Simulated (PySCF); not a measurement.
C7H7ClO.
SMILES: `COC1=CC=C/C1=C/Cl`

Method used: PySCF, TDDFT PBE0/def2-SVPD, vertical, gas phase, core orbitals frozen in the response. One conformer (not necessarily the lowest) at the GFN2-xTB geometry, without solvent, vibrations or thermal averaging. Torsions of this conformer, `[CH3:1][O:2][C:3]1=[CH:4][CH:5]=[CH:6]/[C:7]1=[CH:8]/[Cl:9]`: C1–O2–C3–C4 0°.

Q: List the vertical singlet excitations with oscillator strengths and describe the spectrum.

A: 

| state | λ (nm) | E (eV) | f | symmetry | main configurations (H = HOMO, L = LUMO) |
| --- | --- | --- | --- | --- | --- |
| S1 | 438.9 | 2.83 | 0.017 | A′ | H→L (99%) |
| S2 | 247.5 | 5.01 | 0.445 | A′ | H-1→L (94%) |
| S3 | 230.5 | 5.38 | 0.0001 | – | H-2→L (99%) |
| S4 | 220.1 | 5.63 | 0.0038 | A″ | H→L+1 (84%), H→L+2 (12%) |
| S5 | 213.7 | 5.80 | 0.0003 | – | H→L+2 (84%), H→L+1 (14%) |
| S6 | 207.4 | 5.98 | 0.0024 | A″ | H→L+3 (86%), H→L+4 (9%) |

Triplets (Tamm–Dancoff): T1 1.89 eV, H→L (96%); T2 2.99 eV, H-1→L (95%).

The lowest singlet comes at 439 nm (273 kJ/mol) in the visible; it is weak; its leading configuration is HOMO→LUMO (99%). The strongest level in the table is S2 at 5.01 eV (248 nm, f = 0.445). Löwdin shares by element: HOMO carbon 58% or more, oxygen 15% (atoms not listed hold the other 27%); LUMO carbon 53% or more, chlorine 10% (atoms not listed hold the other 37%). Of the 6 states listed, 2 reach f = 0.01 and 2 stay under 0.0005. Weighted by f, the mean energy of these states is 4.94 eV. The listed states span 3.15 eV, and the widest gap between neighbours is 2.18 eV (S1 to S2). S1 lies in the visible range (380 to 750 nm), at 439 nm, f = 0.017; light of that wavelength is blue, and its complementary colour is yellow; a Tamm–Dancoff triplet lies at 655 nm, without intensity as long as spin–orbit coupling is left out. Symmetry labels in Cs follow from the direction of the transition dipole and are given only for states with f of 0.002 or more. Singlets were solved by full linear response, triplets in the Tamm–Dancoff approximation.
